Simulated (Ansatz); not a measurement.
Z-matrix (Å, degrees):
```
B
N 1 1.4026
H 2 1.0065 1 123.84
H 2 1.0065 3 112.33 1 180.00
B 1 1.6725 2 123.44 3 -180.00
H 5 1.1960 1 121.95 2 -92.33
H 5 1.1960 6 115.96 1 175.73
B 1 1.6725 2 123.44 3 0.00
H 8 1.1960 1 121.96 2 -92.32
H 8 1.1960 9 115.96 1 175.73
```
Charge 0, spin multiplicity 1.

Calculation: frozen-core CCSD(T)/cc-pVTZ // B3LYP-D3(BJ)/def2-TZVP (Ansatz, a quantum-chemistry and plane-wave program).

```json
{
  "HF energy": "-132.01185 Ha",
  "MP2 correlation energy": "-0.51048 Ha"
}
```

Question: Estimate the CCSD correlation energy, the (T) correction, the total energy and the T1 diagnostic.

Answer: 
- CCSD correlation energy = -0.55891 Ha
- (T) correction = -0.02040 Ha
- CCSD(T) total energy = -132.59116 Ha
- T1 diagnostic = 0.014
